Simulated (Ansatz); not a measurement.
Basis-set extrapolation for `F[Si]1(S)C[SiH2]1` (PBE0-D4/def2-TZVP geometry, frozen core, Ansatz). Multiplicity 1, RHF reference.

```
                       def2-TZVPP    def2-QZVPP
                 HF  -1115.762166  -1115.797786
    MP2 correlation     -0.832335     -0.901758
CCSD(T) correlation     -0.919067       not run
```

Energies in hartree. Use E(X) = E(∞) + A·exp(−7.88·√X) for Hartree–Fock and E(X) = E(∞) + B·X^(−2.97) for correlation, with X = 3 and 4, and add CCSD(T) minus MP2 of the smaller set to the MP2 limit.

Q: What is the CCSD(T) energy at the basis-set limit?

A: HF limit: -1115.797786 + (-0.035620) × 0.13774 = -1115.80269. MP2 limit: -0.901758 + (-0.069423) × 0.74074 = -0.95318. Higher-order term: -0.919067 − (-0.832335) = -0.08673. Total: -1116.84260 hartree, 423.7 kJ/mol below CCSD(T)/def2-TZVPP.
